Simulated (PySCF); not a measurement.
Geometry:
```
atom   x (Å)   y (Å)   z (Å)
  C1  -2.585   1.633  -0.363
  O2  -1.219   1.313  -0.394
  B3  -0.776   0.093   0.010
  O4  -1.707  -0.798   0.448
  C5  -1.447  -2.091   0.913
  C6   0.766  -0.129  -0.089
  C7   1.656   0.818  -0.559
  C8   3.007   0.389  -0.562
  C9   3.143  -0.894  -0.091
 S10   1.632  -1.563   0.348
 H11  -2.708   2.648  -0.767
 H12  -3.181   0.933  -0.970
 H13  -2.985   1.609   0.664
 H14  -0.776  -2.085   1.789
 H15  -0.992  -2.724   0.132
 H16  -2.400  -2.549   1.214
 H17   1.317   1.801  -0.891
 H18   3.847   0.998  -0.897
 H19   4.056  -1.477   0.020
```

Geometry: PBE0-D3(BJ)/def2-SVP; GIAO shifts from PySCF 2.14.0 with density-fitted response routines, gas phase, non-relativistic, averaged over equivalent atoms.

At PBE0/pcSseg-1 (222 basis functions, 68 s wall time on 1 thread of an x86-64 server CPU, shared host):
| atoms | δ (ppm) |
| --- | --- |
| C7 | 145.1 |
| C9 | 140.1 |
| C6 | 138.2 |
| C8 | 132.5 |
| C1/C5 | 53.3 |
| O2/O4 | 95.8 |
| B3 | 24.0 |
| S10 | 238.9 |
| H17 | 8.01 |
| H19 | 7.46 |
| H18 | 7.29 |
| H11/H12/H13/H14/H15/H16 | 3.85 |

Chemical shifts δ = σref − σ; TMS for ¹³C (σref 184.41), ¹H (σref 31.27); ¹⁷O (σref 334.56) vs H2O; BF3·OEt2 for ¹¹B (σref 100.73); ³³S (σref 495.66) vs CS2, all at this level.

Question: What do these become at B3LYP/pcSseg-1?

Answer: 
| atoms | δ at B3LYP/pcSseg-1 | change |
| --- | --- | --- |
| C7 | 145.2 | +0.1 |
| C9 | 141.0 | +0.9 |
| C6 | 140.4 | +2.2 |
| C8 | 132.7 | +0.2 |
| C1/C5 | 54.0 | +0.7 |
| O2/O4 | 100.2 | +4.4 |
| B3 | 24.3 | +0.3 |
| S10 | 253.2 | +14.3 |
| H17 | 7.89 | -0.12 |
| H19 | 7.32 | -0.14 |
| H18 | 7.16 | -0.13 |
| H11/H12/H13/H14/H15/H16 | 3.87 | +0.02 |

δ = σ(ref) − σ, references computed at the same level: ¹³C (179.24 ppm) and ¹H (31.38 ppm) against TMS; ¹⁷O (334.04 ppm) against H2O; ¹¹B (97.83 ppm) vs BF3·OEt2; ³³S (485.41 ppm) against CS2.

The largest change is at S10 (aromatic ring sulfur). Cost: 222 basis functions, 60 s wall time on 1 thread of an x86-64 server CPU, shared host. The order of the carbon signals is the same at both levels.

A carbon bonded to boron is broadened by the quadrupolar boron nucleus and is often missing from a measured spectrum. Experimental scales use liquid or dissolved standards, which lie at an offset from isolated H2O (liquid H2O: subtract about 36 ppm).
